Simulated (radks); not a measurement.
Results of a calculation; reference values are marked as such.
Valence configurations of the tantalum ion Ta+ (all share [Xe]). Level of theory: scalar-relativistic Kohn-Sham, SCAN, spin-polarised, spherical densities, finite nucleus; open shells are filled with parallel spins first (spin-orbit coupling, left out, can overturn this in heavy ions); meta-GGA in the generalised Kohn-Sham scheme; Fermi nuclear charge, rms radius 5.3507 fm (a radial shooting solver on a logarithmic mesh with Libxc functionals). Energies are relative to 4f14 5d3 6s1; eigenvalues in eV for spin up.

valence               E (eV)  moment (Bohr magnetons)    e(4f)    e(5d)    e(6p)    e(6s)
4f14 5d3 6s1           0.000                        4  -32.291  -11.455        -  -13.002
4f14 5d3.5 6s0.5       0.874                        4  -31.054  -10.742        -  -12.544
4f14 5d2 6s2           1.263                        2  -35.038  -12.828        -  -13.518
4f14 5d3 6s0.5 6p0.5   3.034                        4  -33.013  -12.100   -7.518  -13.576
4f13.5 5d3.5 6s1      11.013                        5  -36.856  -12.195        -  -13.168
4f14 5d1 6s1 6p2      11.528                        4  -40.626  -16.858   -9.850  -16.460
4f13.5 5d3 6s1.5      12.242                        4  -38.325  -12.999        -  -13.601
4f13 5d3 6s2          26.404                        4  -44.565  -14.607        -  -14.138
4f12 5d5 6s0.5 6p0.5  56.698                        8  -51.784  -15.190   -7.901  -14.153
4f12 5d3 6s1 6p2      71.034                        8  -60.403  -20.856  -10.325  -17.685

NIST lists [Xe] 4f14 5d3 6s1 as the ground configuration; this level of theory agrees among the configurations tried. The energies are those of spherical high-spin densities, not of single terms.
